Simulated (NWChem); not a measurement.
Species: CH3Si cation, singlet

```xyz
5

C      0.0000     0.0000     1.0733
Si     0.0000     0.0000    -0.7501
H     -0.5142    -0.9068     1.4822
H     -0.5282     0.8987     1.4822
H      1.0424     0.0081     1.4822
```
Atoms are numbered in this order, from 1.

Computed with NWChem. Geometry optimised at PBE-D3(BJ)/def2-SVP; all other runs use it. Low-valent species are run as closed-shell singlets; no triplet was tried in these runs.

```json
[
 {"quantity": "vertical, lowest state with f > 0.02, singlet (eV)", "level": "PBE/def2-SVPD, full TDDFT", "value": "7.05"},
 {"quantity": "solvation free energy (kcal/mol) in diethyl ether", "level": "M06-2X/def2-SVP, SMD", "value": "-50.5"},
 {"quantity": "charge (e), ESP Si2", "level": "B3LYP/def2-SVP", "value": "___"},
 {"quantity": "first state with f > 0.002 (eV), C K edge, unshifted", "level": "B3LYP/def2-TZVP, TDA", "value": "___"},
 {"quantity": "orbital gap (eV)", "level": "PBE0/def2-TZVP", "value": "___"},
 {"quantity": "highest harmonic frequency (cm⁻¹)", "level": "PBE-D3(BJ)/def2-SVP", "value": "2988"}
]
```

**Question.** What belongs in the gaps?

**Answer.** 
- charge (e), ESP Si2, value: 0.72
- first state with f > 0.002 (eV), C K edge, unshifted, value: 271.9
- orbital gap (eV), value: 5.10
